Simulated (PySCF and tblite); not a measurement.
Values are calculated unless marked as measured or tabulated.
System: C3H8OSi, numbered as in [CH2:1]1[CH2:2][SiH2:3][CH2:4][O:5]1.

The path came from a restrained scan, a climbing-image band and a saddle search at GFN2-xTB; energies are PBE0/pcSseg-1 + D3(BJ)//B3LYP-D3(BJ)/def2-SVP, thermal terms GFN2-xTB. Rate constants are transition-state-theory values, counting equivalent paths, without tunnelling. (PySCF 2.14 with density fitting, tblite 0.8.)

(1) How high is the barrier to the inversion of the 5-membered ring (1–2–3–4–5), through which structure does it pass, and what rate follows at 298 K?

Results:

(1) The electronic barrier is 4.0 kcal/mol and ΔG‡(298 K) 3.7 kcal/mol, over a C1 saddle (envelope) with an imaginary mode of 157i cm⁻¹ (GFN2-xTB). With 2 equivalent paths, k is 2.4×10¹⁰ s⁻¹, a mean lifetime of the start of 42 ps against this motion.
